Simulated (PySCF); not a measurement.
C5H8F3NSi.
Numbering: `[F:1][C:2]([F:3])=[C:4]([F:5])[C@@H:6]1[CH2:7][CH2:8][NH:9][SiH2:10]1` (hydrogens: H11 on C6; H12, H13 on C7; H14, H15 on C8; H16 on N9; H17, H18 on Si10)

All values: PBE0/pcSseg-1 (PySCF, non-relativistic), on one gas-phase PBE0-D3(BJ)/def2-SVP geometry that isn't relaxed in the solvent. The solvent is an IEF-PCM continuum (van der Waals radii × 1.2). Specific hydrogen bonds and non-electrostatic terms are outside this model.

Gas phase at PBE0/pcSseg-1: HOMO -6.75 eV, LUMO 0.51 eV, dipole 2.83 D.

Problem. What does the continuum do to the energy, the frontier levels and the dipole at PBE0/pcSseg-1 in chloroform and dichloromethane?

Solution. 
```csv
solvent,ε,E(solvent) − E(gas) (kcal/mol),polarisation term (kcal/mol),distortion of the solute (kcal/mol),HOMO (eV),LUMO (eV),dipole (D)
chloroform,4.711,-2.44,-2.64,0.20,-6.62,0.66,3.32
dichloromethane,8.93,-2.92,-3.22,0.30,-6.60,0.68,3.41
```

The polarisation term is half the interaction of the solute with the surface charges that it induces; the rest is the cost of distorting the solute's density. The sum is the electrostatic part of solvation alone. From chloroform to dichloromethane the lowering changes by a factor 1.20, Onsager's factor (ε − 1)/(2ε + 1) by 1.18 and ε itself by 1.9.

Problem. Which radius a makes the point-dipole formula ΔE = −[(ε − 1)/(2ε + 1)]·μ²/a³ give the value in dichloromethane, with the gas-phase dipole?

Solution. μ = 1.115 au and |ΔE| = 0.00466 Eh give a = 2.55 Å; the farthest nucleus lies 4.11 Å from the centroid of the nuclei, so such a sphere wouldn't even hold the nuclei. The formula assumes a rigid point dipole at the centre of a sphere.

Problem. Which Hirshfeld charges (PBE0/pcSseg-1) respond most in chloroform (means over atoms taken as equivalent)?

Solution. 
| atoms | environment | gas (e) | solvent (e) | change |
| --- | --- | --- | --- | --- |
| H16 | N–H hydrogen | +0.119 | +0.126 | +0.007 |
| F5 | vinyl fluorine | -0.073 | -0.080 | -0.007 |
| F3 | vinyl fluorine | -0.068 | -0.073 | -0.005 |
| H17 | Si–H hydrogen | -0.085 | -0.090 | -0.005 |
| H11 | methine hydrogen | +0.042 | +0.047 | +0.005 |
| H12 | methylene hydrogen | +0.042 | +0.045 | +0.003 |
| H15 | methylene hydrogen | +0.042 | +0.045 | +0.003 |
| H14 | methylene hydrogen | +0.027 | +0.030 | +0.003 |
| H18 | Si–H hydrogen | -0.090 | -0.091 | -0.001 |
| C4 | vinylic C–F carbon | +0.037 | +0.038 | +0.001 |
| F1 | vinyl fluorine | -0.063 | -0.065 | -0.002 |
| H13 | methylene hydrogen | +0.037 | +0.035 | -0.002 |

Problem. Which Mayer bond orders change most in chloroform?

Solution. 
```tsv
bond	length (Å)	gas	solvent	change
N9–Si10	1.731	1.014	1.029	+0.015
C4–F5	1.340	0.947	0.937	-0.010
C2–F3	1.310	1.012	1.005	-0.007
N9–H16	1.011	0.929	0.923	-0.006
Si10–H17	1.495	0.913	0.908	-0.005
C2–C4	1.333	1.741	1.745	+0.004
C8–N9	1.452	0.961	0.958	-0.003
C6–H11	1.102	0.930	0.927	-0.003
```

Problem. How do the nuclear quadrupole coupling constants eQVzz/h respond in chloroform?

Solution. 
```tsv
nucleus	Q (barn)	gas (MHz)	solvent (MHz)	η gas	η solvent
14N at N9	0.02044	-5.31	-5.19	0.33	0.33
```
